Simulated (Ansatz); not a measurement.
Basis-set extrapolation for AlH7OSi2 (`[AlH2][SiH2]O[SiH3]`) (PBE0-D4/def2-TZVP geometry, frozen core, Ansatz 0.2.0). Multiplicity 1, RHF reference.

|  | def2-TZVPP | def2-QZVPP |
| --- | --- | --- |
| HF | -898.854296 | -898.884173 |
| MP2 correlation | -0.562078 | -0.605930 |
| CCSD(T) correlation | -0.640480 | not run |

Energies in hartree. Use E(X) = E(∞) + A·exp(−7.88·√X) for Hartree–Fock and E(X) = E(∞) + B·X^(−2.97) for correlation, with X = 3 and 4, and add CCSD(T) minus MP2 of the smaller set to the MP2 limit.

What is the CCSD(T) energy at the basis-set limit?

HF limit: -898.884173 + (-0.029877) × 0.13774 = -898.88829. MP2 limit: -0.605930 + (-0.043852) × 0.74074 = -0.63841. Higher-order term: -0.640480 − (-0.562078) = -0.07840. Total: -899.60510 hartree, 289.7 kJ/mol below CCSD(T)/def2-TZVPP.
